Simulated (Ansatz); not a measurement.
Input file for Ansatz (a quantum-chemistry and plane-wave program): R-wB97X-V/def2-TZVPPD on N2 (SMILES N#N). Files ending in .json are basis or fitting sets from the Basis Set Exchange.

Ansatz 0.2 input:
```yaml
crystal:
  periodic: [false, false, false]
  atoms:
    - {symbol: N, position_ang: [0.47634349, -0.33808229, 2.94851102]}
    - {symbol: N, position_ang: [-0.23219679, 0.12894808, 3.63361178]}
basis:
  gaussian:
    orbitals: def2-TZVPPD.json
hamiltonian:
  xc: {name: wB97X-V}
scf: {lower_state_search: off}
```

Program output:

```
WARN ansatz: RAYON_NUM_THREADS=2 ignored (pool sized by the plan → 2); use --threads N
Functional definition: wB97X-V
these checks for a lower state are left out or cut short: stability, starts, cluster_reference, orbital_swaps, neighbouring_geometries, increment
integrals: 0.01 GiB planned
358 factors; their error is unknown
integrals: 0.05 GiB planned
78 factors; integrals over basis functions are off by at most 8.6e-5 eV
mean field: 0.17 GiB planned
mean field evaluation 1: about -2980.3172 eV, gradient 1.6e1 eV
mean field evaluation 2: about -2980.6800 eV, gradient 6.0e0 eV
mean field evaluation 4: about -2980.7405 eV, gradient 8.4e-2 eV
mean field evaluation 8: about -2980.7486 eV, gradient 3.1e-4 eV
mean field -2980.74861247 eV, -109.5404910842 hartree, gradient 1.8e-6 eV, S^2 0.000000; 0 other end points of the search recorded, 0 dependent functions left out
reference -2980.74861132 eV, -109.5404910419 hartree; 7, 7 occupied and 67, 67 virtual orbitals, 358 factors
Total energy: -2980.74861132 eV, -109.5404910419 hartree
Checks for a lower state left out: stability, starts, cluster_reference, orbital_swaps, neighbouring_geometries, increment
```

The calculation finished and met its thresholds.

Cost: very roughly 0.5 core-seconds.
